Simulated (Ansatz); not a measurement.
CH$_{9}$FN$_{2}$OSi$_{2}$, SMILES `CO[Si@@H](N)[Si@H](N)F`, relaxed with RKS PBE-D4/def2-SVP in Ansatz 0.2.0 from a rough embedded geometry. The force threshold is 0.03 eV/Å; the program also tests the step.

The species carries charge 0 and has multiplicity 1.

Start:

```xyz
16

C     1.849   -1.286    0.033
O     1.329   -0.706    1.192
Si    0.122    0.427    1.112
N     0.846    1.845    0.648
Si   -1.769   -0.267   -0.183
N    -1.387   -0.441   -1.840
F    -2.906    0.891   -0.162
H     2.720   -1.828    0.280
H     1.081   -1.892   -0.509
H     2.159   -0.456   -0.702
H    -0.343    0.730    2.506
H     1.689    1.967    1.137
H     0.286    2.673    0.749
H    -2.401   -1.531    0.252
H    -0.990    0.413   -2.163
H    -2.285   -0.539   -2.350
```

**Question.** How much energy does the relaxation release, and in how many steps? (Estimate.)

**Answer.** Computed: 85.18 kJ/mol, in 36 steps, 5 of them rejected.

**Question.** Which bonds change most? (Best estimate.)

**Answer.** Ansatz gave: Si3–N4 from 1.659 to 1.739 Å; C1–H8 from 1.055 to 1.111 Å; Si5–F7 from 1.623 to 1.670 Å; N4–H12 from 0.982 to 1.022 Å.

**Question.** Give the relaxed structure. (Estimate.)

**Answer.** Computed: 
```xyz
16

C     1.884   -1.091   -0.227
O     1.273   -0.920    1.037
Si    0.074    0.235    1.313
N     0.620    1.837    0.915
Si   -1.790    0.052   -0.130
N    -1.378   -0.813   -1.573
F    -2.193    1.648   -0.412
H     2.852   -1.621   -0.091
H     1.248   -1.708   -0.904
H     2.094   -0.117   -0.728
H    -0.241   -0.017    2.762
H     1.278    2.361    1.496
H    -0.049    2.452    0.442
H    -3.039   -0.597    0.399
H    -0.521   -0.583   -2.083
H    -2.112   -1.120   -2.217
```
